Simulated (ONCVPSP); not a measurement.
# Cd (Z = 48): ONCV pseudisation with PBE, scalar-relativistic reference atom.

The input file (ONCVPSP 4.0.1):

```
# ATOM AND REFERENCE CONFIGURATION
# atsym  z   nc   nv     iexc    psfile
  Cd 48.00    6    5        4      upf
#
#   n    l    f
    1    0    2.00
    2    0    2.00
    2    1    6.00
    3    0    2.00
    3    1    6.00
    3    2   10.00
    4    0    2.00
    4    1    6.00
    4    2   10.00
    5    0    1.00
    5    1    1.00
#
# PSEUDOPOTENTIAL AND OPTIMIZATION
# lmax
    3
#
#   l,   rc,      ep,       ncon, nbas, qcut
    0    1.25    0.00    3    7   10.30
    1    1.50    0.00    4    7   11.10
    2    1.85    0.00    4    8    7.50
    3    1.75    0.44    4    7    5.70
#
# LOCAL POTENTIAL
# lloc, lpopt,  rc(5),   dvloc0
    4    5    1.15    0.00
#
# VANDERBILT-KLEINMAN-BYLANDER PROJECTORs
# l, nproj, debl
    0    2    3.10
    1    2    2.60
    2    3    3.40
    3    2    0.40
#
# MODEL CORE CHARGE
# icmod, fcfact, rcfact
    3    5.75    1.05
#
# LOG DERIVATIVE ANALYSIS
# epsh1, epsh2, depsh
   -5.00    5.00    0.04
#
# OUTPUT GRID
# rlmax, drl
    6.00    0.01
#
# TEST CONFIGURATIONS
# ncnf
    4
# nvcnf
#   n    l    f
    5
    4    0    2.00
    4    1    6.00
    4    2   10.00
    5    0    2.00
    5    1    0.00
#
    5
    4    0    2.00
    4    1    6.00
    4    2   10.00
    5    0    1.00
    5    1    0.00
#
    5
    4    0    2.00
    4    1    6.00
    4    2   10.00
    5    0    0.00
    5    1    0.00
#
    5
    4    0    2.00
    4    1    6.00
    4    2    9.00
    5    0    0.00
    5    1    0.00
#
```

Command:

```bash
oncvpsp.x < Cd.dat > Cd.out
```

Output (shortened: citation, most of the input echo, consistency checks and plot data are left out):

```
ONCVPSP  (Optimized Norm-Conservinng Vanderbilt PSeudopotential)
scalar-relativistic version 4.0.1

#   n    l    f        energy (Ha)
    1    0    2.00    -9.7487644E+02
    2    0    2.00    -1.4479114E+02
    2    1    6.00    -1.2992440E+02
    3    0    2.00    -2.7044124E+01
    3    1    6.00    -2.2167504E+01
    3    2   10.00    -1.4536953E+01
    4    0    2.00    -3.9651906E+00
    4    1    6.00    -2.5340534E+00
    4    2   10.00    -5.0210052E-01
    5    0    1.00    -2.5460979E-01
    5    1    1.00    -7.6292571E-02

Reference configufation results
  iterations    27
  all-electron total energy (Ha)   -5.59448232D+03

Begin loop to  construct optimized pseudo wave functions
and semi-local pseudopoentials for all angular momenta

Calculating optimized projector #   1

 for l=   0

    Fraction of norm inside rc  0.891261
    Optimizing pswf for qcut=  10.30 a_B^-1,  ecut=  53.00 Ha
    Residual kinetic energy error=  1.57D-06 Ha

    Energy error per electron        Cutoff
         Ha          eV             Ha
         0.01000     0.27211       30.42
         0.00100     0.02721       37.88
         0.00010     0.00272       43.76
         0.00001     0.00027       48.47

Calculating optimized projector #   2

 for l=   0

    Fraction of norm inside rc  0.038714
    Optimizing pswf for qcut=  10.30 a_B^-1,  ecut=  53.00 Ha
    Residual kinetic energy error=  4.46D-07 Ha

    Energy error per electron        Cutoff
         Ha          eV             Ha
         0.01000     0.27211       23.78
         0.00100     0.02721       33.42
         0.00010     0.00272       40.87
         0.00001     0.00027       46.48

Calculating optimized projector #   1

 for l=   1

    Fraction of norm inside rc  0.927690
    Optimizing pswf for qcut=  11.11 a_B^-1,  ecut=  61.72 Ha
    Residual kinetic energy error=  6.90D-08 Ha

    Energy error per electron        Cutoff
         Ha          eV             Ha
         0.01000     0.27211       15.50
         0.00100     0.02721       28.18
         0.00010     0.00272       39.84
         0.00001     0.00027       47.35

Calculating optimized projector #   2

 for l=   1

    Fraction of norm inside rc  0.020435
    Optimizing pswf for qcut=  11.11 a_B^-1,  ecut=  61.72 Ha
    Residual kinetic energy error=  4.69D-09 Ha

    Energy error per electron        Cutoff
         Ha          eV             Ha
         0.01000     0.27211       10.38
         0.00100     0.02721       15.12
         0.00010     0.00272       30.65
         0.00001     0.00027       41.94

   Wellstate for l =  2  n =  6
     eigenvalue =   2.8979
     asymptotic potential =   3.3979
     half-point radius =  3.1111

   Wellstate for l =  2  n =  7
     eigenvalue =   6.2979
     asymptotic potential =   6.7979
     half-point radius =  2.9299

Calculating optimized projector #   1

 for l=   2

    Fraction of norm inside rc  0.855795
    Optimizing pswf for qcut=   7.50 a_B^-1,  ecut=  28.11 Ha
    Residual kinetic energy error=  4.07D-05 Ha

    Energy error per electron        Cutoff
         Ha          eV             Ha
         0.01000     0.27211       19.71
         0.00100     0.02721       23.58
         0.00010     0.00272       26.84
         0.00001     0.00027       57.33

Calculating optimized projector #   2

 for l=   2

    Fraction of norm inside rc  0.196563
    Optimizing pswf for qcut=   7.50 a_B^-1,  ecut=  28.11 Ha
    Residual kinetic energy error=  3.16D-04 Ha

    Energy error per electron        Cutoff
         Ha          eV             Ha
         0.01000     0.27211       21.72
         0.00100     0.02721       26.07
         0.00010     0.00272       39.14
         0.00001     0.00027       85.26

Calculating optimized projector #   3

 for l=   2

    Fraction of norm inside rc  0.149400
    Optimizing pswf for qcut=   7.50 a_B^-1,  ecut=  28.11 Ha
    Residual kinetic energy error=  3.88D-03 Ha

    Energy error per electron        Cutoff
         Ha          eV             Ha
         0.01000     0.27211       25.92
         0.00100     0.02721       31.48
         0.00010     0.00272       62.87
         0.00001     0.00027      101.47

   Wellstate for l =  3  n =  4
     eigenvalue =   0.4400
     asymptotic potential =   0.9400
     half-point radius =  6.6099

   Wellstate for l =  3  n =  5
     eigenvalue =   0.8400
     asymptotic potential =   1.3400
     half-point radius =  6.8048

Calculating optimized projector #   1

 for l=   3

    Fraction of norm inside rc  0.012252
    Optimizing pswf for qcut=   5.70 a_B^-1,  ecut=  16.23 Ha
    Residual kinetic energy error=  3.73D-04 Ha

    Energy error per electron        Cutoff
         Ha          eV             Ha
         0.01000     0.27211        5.17
         0.00100     0.02721       13.30
         0.00010     0.00272       31.06
         0.00001     0.00027       60.96

Calculating optimized projector #   2

 for l=   3

    Fraction of norm inside rc  0.059237
    Optimizing pswf for qcut=   5.70 a_B^-1,  ecut=  16.23 Ha
    Residual kinetic energy error=  2.80D-03 Ha

    Energy error per electron        Cutoff
         Ha          eV             Ha
         0.01000     0.27211       12.68
         0.00100     0.02721       18.80
         0.00010     0.00272       54.77
         0.00001     0.00027       86.51

Construct Vanderbilt / Kleinmman-Bylander projectors

B matrix Hermiticity error, ll=   0
   1   2    5.3068E-04

  Orthonormal projector coefficients  1.7164E+01  1.4327E+00

B matrix Hermiticity error, ll=   1
   1   2    1.9394E-04

  Orthonormal projector coefficients  7.7262E+00  1.2499E+00

B matrix Hermiticity error, ll=   2
   1   2   -4.0288E-04
   1   3    5.9268E-04
   2   3    3.5375E-04

  Orthonormal projector coefficients  3.8565E+00 -1.9622E+00 -1.2507E+00

B matrix Hermiticity error, ll=   3
   1   2    1.5597E-06

  Orthonormal projector coefficients -2.7666E+01 -3.7539E+00

Model core correction analysis
  based on d2Exc/dn_idn_j

d2excae - all-electron derivatives

   -3.449776D-02   -3.096122D-02   -2.054602D-02   -1.930024D-03
   -7.638441D-04
   -3.096136D-02   -2.897820D-02   -2.100482D-02   -2.339006D-03
   -8.115718D-04
   -2.054623D-02   -2.100493D-02   -1.994680D-02   -7.210220D-03
   -2.789823D-03
   -1.929911D-03   -2.338700D-03   -7.209261D-03   -2.831834D-02
   -2.174364D-02
   -7.638353D-04   -8.114871D-04   -2.788541D-03   -2.173784D-02
   -2.787634D-02

d2excps - pseudofunction derivatives with no core correction

   -3.983862D-02   -3.555568D-02   -2.108749D-02   -2.444354D-03
   -9.553613D-04
   -3.555598D-02   -3.256615D-02   -2.142285D-02   -2.842434D-03
   -9.870507D-04
   -2.108780D-02   -2.142296D-02   -2.113100D-02   -7.226150D-03
   -2.784747D-03
   -2.444295D-03   -2.842169D-03   -7.225194D-03   -2.832490D-02
   -2.175217D-02
   -9.553708D-04   -9.869790D-04   -2.783464D-03   -2.174638D-02
   -2.788070D-02

rms 2nd derivative error    1.866845E-03

rmatch, rhocmatch    0.5916   28.2788

Teter function model core charge with specified parameters

d2excps - pseudofunction derivatives with core correction

   -3.737675D-02   -3.332350D-02   -2.078020D-02   -2.212442D-03
   -8.633181D-04
   -3.332378D-02   -3.055577D-02   -2.116659D-02   -2.630727D-03
   -9.035287D-04
   -2.078051D-02   -2.116669D-02   -2.110900D-02   -7.193464D-03
   -2.773182D-03
   -2.212360D-03   -2.630444D-03   -7.192507D-03   -2.830370D-02
   -2.174362D-02
   -8.633195D-04   -9.034500D-04   -2.771899D-03   -2.173782D-02
   -2.787728D-02

rms 2nd derivative error    9.760993E-04

Pseudoatom total energy -165.970372

Diagnostic tests using Vanderbilt-Kleinman-Bylander pseudopotentials
  1 or more projectors used as specified by nproj input data

   l    rcore       rmatch      e in        delta e   norm test  slope test

   0   1.2571267   1.2952958  -3.9651906   0.0000094   1.0002321   1.0002369
   0   1.2571267   1.2952958  -0.2546098   0.0000119   1.0000919   1.0000719

   1   1.5042447   1.5499168  -2.5340534   0.0000023   1.0001962   1.0001995
   1   1.5042447   1.5499168  -0.0762926   0.0000037   1.0000656   1.0000538

   2   1.8545895   1.9108989  -0.5021005  -0.0000033   1.0001126   1.0001213
   2   1.8545895   1.9108989   2.8978995   0.0000546   1.0002416   1.0002416
   2   1.8545895   1.9108989   6.2978995  -0.0000051   1.0004279   1.0004279

   3   1.7573812   1.8107391   0.4400000   0.0000166   1.0000577   1.0000577
   3   1.7573812   1.8107391   0.8400000   0.0000183   1.0000855   1.0000855

 Testing for bound ghosts
   n   l    E NL Schr. Eq   E Basis Diag.   E Cutoff

   1   0       -3.965181       -3.965185    120.02
   2   0       -0.254598       -0.087747    120.02

   2   1       -2.534051       -2.534049     99.07
   3   1       -0.076289        0.088815     99.07

   3   2       -0.502104       -0.501920    129.11

 Testing for highly-localized positive-energy ghosts
       l    <radius>/rc     E Basis Diag.   E Cutoff

       0        0.746605       15.083380    120.02  WARNING - GHOST(+)

       3        0.315072       26.899816     94.68  WARNING - GHOST(+)

Test configuration 0

   n   l     f        eae           eps        diff
   1   0  2.0000 -974.87644407
   2   0  2.0000 -144.79113956
   2   1  6.0000 -129.92439515
   3   0  2.0000  -27.04412385
   3   1  6.0000  -22.16750384
   3   2 10.0000  -14.53695289
   4   0  2.0000   -3.96519060   -3.96518116    9.44D-06
   4   1  6.0000   -2.53405337   -2.53405111    2.26D-06
   4   2 10.0000   -0.50210052   -0.50210379   -3.26D-06
   5   0  1.0000   -0.25460979   -0.25459794    1.19D-05
   5   1  1.0000   -0.07629257   -0.07628888    3.69D-06

    Total energies and differences
      AE_ref= -5.59448232D+03  AE_tst= -5.59448232D+03  dif=  0.00D+00
      PS_ref= -1.65970372D+02  PS_tst= -1.65970372D+02  dif= -1.22D-12
      PSP excitation error=  1.22D-12

Test configuration 1

   n   l     f        eae           eps        diff
   1   0  2.0000 -974.80415051
   2   0  2.0000 -144.72073712
   2   1  6.0000 -129.85395751
   3   0  2.0000  -26.97288408
   3   1  6.0000  -22.09627933
   3   2 10.0000  -14.46589821
   4   0  2.0000   -3.89241777   -3.89209573    3.22D-04
   4   1  6.0000   -2.46100938   -2.46082692    1.82D-04
   4   2 10.0000   -0.43118281   -0.43103964    1.43D-04
   5   0  2.0000   -0.20799133   -0.20799643   -5.10D-06

    Total energies and differences
      AE_ref= -5.59448232D+03  AE_tst= -5.59465379D+03  dif= -1.71D-01
      PS_ref= -1.65970372D+02  PS_tst= -1.66141866D+02  dif= -1.71D-01
      PSP excitation error=  2.33D-05

Test configuration 2

   n   l     f        eae           eps        diff
   1   0  2.0000 -975.12921192
   2   0  2.0000 -145.04234602
   2   1  6.0000 -130.17575104
   3   0  2.0000  -27.29540877
   3   1  6.0000  -22.41879549
   3   2 10.0000  -14.78814194
   4   0  2.0000   -4.21716031   -4.21743045   -2.70D-04
   4   1  6.0000   -2.78634523   -2.78653948   -1.94D-04
   4   2 10.0000   -0.75373988   -0.75382939   -8.95D-05
   5   0  1.0000   -0.47988107   -0.47985253    2.85D-05

    Total energies and differences
      AE_ref= -5.59448232D+03  AE_tst= -5.59431303D+03  dif=  1.69D-01
      PS_ref= -1.65970372D+02  PS_tst= -1.65801051D+02  dif=  1.69D-01
      PSP excitation error= -2.74D-05

Test configuration 3

   n   l     f        eae           eps        diff
   1   0  2.0000 -975.50170953
   2   0  2.0000 -145.40966469
   2   1  6.0000 -130.54335276
   3   0  2.0000  -27.66369488
   3   1  6.0000  -22.78706887
   3   2 10.0000  -15.15605816
   4   0  2.0000   -4.58725149   -4.58849279   -1.24D-03
   4   1  6.0000   -3.15675576   -3.15762249   -8.67D-04
   4   2 10.0000   -1.11878103   -1.11925006   -4.69D-04

    Total energies and differences
      AE_ref= -5.59448232D+03  AE_tst= -5.59368366D+03  dif=  7.99D-01
      PS_ref= -1.65970372D+02  PS_tst= -1.65171605D+02  dif=  7.99D-01
      PSP excitation error= -1.06D-04

Test configuration 4

psatom: WARNING lschvkbb convergence error n,l,iter=   3   1   4
ea(ii),et,emin,emax -8.350670E-02 -9.185737E-02 -9.185737E-02 -9.185737E-02
run_config: WARNING for fully non-local PS atom, stg. 1
 WARNING no output for configuration 5
```

The run took about 4 s on one core of a shared server CPU.
